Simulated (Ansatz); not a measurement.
Geometry optimisation, RHF/cc-pVDZ (Ansatz).

Input:

```yaml
crystal:
  periodic: [false, false, false]
  atoms:
    - { symbol: Al, position_ang: [-0.211831, 0.422297, -0.375281] }
    - { symbol: Cl, position_ang: [0.08945, 0.094137, 3.02729] }
    - { symbol: H, position_ang: [1.179962, -0.22723, -0.674973] }
    - { symbol: O, position_ang: [-1.728944, -0.244261, -0.797123] }
    - { symbol: H, position_ang: [-1.889099, -1.075204, -1.2139] }
    - { symbol: O, position_ang: [-0.284287, 2.012211, 0.368354] }
    - { symbol: H, position_ang: [-1.087481, 2.513384, 0.397452] }
    - { symbol: H, position_ang: [0.04553, 1.275466, 2.423181] }
basis:
  gaussian: { orbitals: cc-pVDZ }
hamiltonian:
  xc: hf
relax:
  f_tol: 0.03
  max_steps: 50
```

Launched with:

```bash
$ ansatz run input.yaml --threads 1 --pin off --max-ram 2048MiB --backend cpu --events-out ev --progress --plain --runs-dir out
```

Problem. Where does it end, and by what steps?

Solution. The forces met the threshold. The force dipped under the threshold on the way, but the program's further checks kept it going. After 20 steps the energy has fallen by 0.131 eV; Cl2 moved furthest, 1.85 Å.

```csv
step,energy less start (eV),largest force component (eV/Å),accepted
0,0.0000,1.141,yes
1,-0.0351,0.533,yes
2,-0.0272,0.834,no
3,-0.0481,0.465,yes
4,-0.0557,0.385,yes
5,-0.0701,0.084,yes
6,-0.0771,0.284,yes
7,-0.0824,0.511,yes
8,-0.0897,0.674,yes
9,-0.1025,0.156,yes
10,-0.1103,0.038,yes
11,-0.1110,0.331,yes
12,-0.1181,0.208,yes
13,-0.1241,0.018,yes
14,-0.1260,0.269,yes
15,-0.1283,0.119,yes
16,-0.1293,0.081,yes
17,-0.1303,0.119,yes
18,-0.1308,0.085,yes
19,-0.1312,0.056,yes
20,-0.1314,0.027,yes
```

```xyz
8
Properties=species:S:1:pos:R:3
Al -0.470 0.064 -0.407
Cl 1.004 1.596 3.609
H 0.801 -0.849 -0.404
O -1.670 0.083 -1.619
H -1.719 -0.431 -2.407
O -0.708 1.153 0.911
H -1.454 1.735 0.953
H 0.329 1.420 2.520
```

Whether the end is a true minimum wasn't checked by a vibrational analysis.

Time of the run: 34 s on 1 thread of Arm Neoverse V1, with other jobs on the host, peak memory 0.15 GiB.
